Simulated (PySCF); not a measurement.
Predicted microwave data (PBE0-D3(BJ)/def2-SVP geometry optimisation, gas phase (PySCF)) for one isomer of C3H6BrFO:

```
Rotational constants : A = 3084, B = 1643, C = 1343 MHz
Dipole components    : |μa| = 0.47 D, |μb| = 1.38 D, |μc| = 1.77 D
Inertial defect      : -95.09 u·Å²
κ                    : -0.66
```

Question: Which structure is it? (One computed conformer of each.)
A. `[CH3:1][C@@H:2]([OH:3])[C@@H:4]([F:5])[Br:6]` with C1–C2–O3–H 69°, C1–C2–C4–F5 171°
B. `[CH3:1][C@@H:2]([OH:3])[C@H:4]([F:5])[Br:6]` with C1–C2–O3–H 49°, C1–C2–C4–F5 -179°
C. `[OH:1][CH2:2][CH2:3][C@@H:4]([F:5])[Br:6]` with H–O1–C2–C3 71°, O1–C2–C3–C4 175°, C2–C3–C4–F5 -56°

Answer: A. It is C[C@@H](O)[C@@H](F)Br, an asymmetric top, point group C1. The candidates at the same level (rigid rotor, commonest isotopes):

```json
{"SMILES": "OCC[C@@H](F)Br", "A (MHz)": "3769", "B (MHz)": "1165", "C (MHz)": "977.7", "μa (D)": "0.16", "μb (D)": "0.75", "μc (D)": "2.10", "Δ (u·Å²)": "-51.04", "point group": "C1", "rotor": "asymmetric top"}
{"SMILES": "C[C@@H](O)[C@H](F)Br", "A (MHz)": "3868", "B (MHz)": "1409", "C (MHz)": "1075", "μa (D)": "1.01", "μb (D)": "1.96", "μc (D)": "1.68", "Δ (u·Å²)": "-19.14", "point group": "C1", "rotor": "asymmetric top"}
{"SMILES": "C[C@@H](O)[C@@H](F)Br", "A (MHz)": "3084", "B (MHz)": "1643", "C (MHz)": "1343", "μa (D)": "0.47", "μb (D)": "1.38", "μc (D)": "1.77", "Δ (u·Å²)": "-95.09", "point group": "C1", "rotor": "asymmetric top"}
```

`C[C@@H](O)[C@H](F)Br` has A 25 % too high; `OCC[C@@H](F)Br` has B 29 % too low. No structure here is proved a minimum.
